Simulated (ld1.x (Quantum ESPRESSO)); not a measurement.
# Reading a pseudo-wave (copper (Cu))

Columns: radius, all-electron u(r) and pseudo u(r) of the 3s shell (level -122.98 eV) of copper in the configuration [Ne] 3s2 3p6 3d10 4s0 4p0; PBEsol, scalar-relativistic, ultrasoft scheme, ld1.x (Quantum ESPRESSO) 7.5.

| r (bohr) | all-electron | pseudo |
| --- | --- | --- |
| 0.075 | -0.0981 | 0.2186 |
| 0.150 | -0.6968 | 0.4279 |
| 0.225 | -0.4726 | 0.6192 |
| 0.300 | 0.0945 | 0.7848 |
| 0.375 | 0.6422 | 0.9188 |
| 0.450 | 1.0315 | 1.0171 |
| 0.525 | 1.2465 | 1.0781 |
| 0.600 | 1.3198 | 1.1021 |
| 0.675 | 1.2954 | 1.0915 |
| 0.750 | 1.2110 | 1.0504 |
| 0.825 | 1.0955 | 0.9848 |
| 0.900 | 0.9680 | 0.9009 |
| 0.975 | 0.8408 | 0.8056 |
| 1.050 | 0.7210 | 0.7058 |
| 1.125 | 0.6121 | 0.6073 |
| 1.200 | 0.5156 | 0.5148 |
| 1.275 | 0.4316 | 0.4316 |
| 1.350 | 0.3595 | 0.3595 |
| 1.425 | 0.2981 | 0.2981 |
| 1.500 | 0.2464 | 0.2464 |
| 1.575 | 0.2030 | 0.2030 |
| 1.650 | 0.1669 | 0.1669 |
| 1.725 | 0.1368 | 0.1368 |
| 1.800 | 0.1121 | 0.1121 |
| 1.875 | 0.0916 | 0.0916 |
| 1.950 | 0.0747 | 0.0747 |

Question: How many radial nodes do the two functions have?

Answer: The all-electron 3s function has n − l − 1 = 2 (the table is too coarse to show those close to the nucleus); the pseudo-wave has 0, since the states of the same l below it are removed with the core.

Question: At about which radius was the pseudo-wave matched?

Answer: 1.40 bohr. The columns agree to 0.0005 from 1.27 bohr on; several derivatives are matched, so the curves merge somewhat inside the radius.

Question: Is the pseudo-wave norm-conserving?

Answer: No, it belongs to an ultrasoft set: the norm inside the radius is not constrained, and the difference is carried by the augmentation charge.
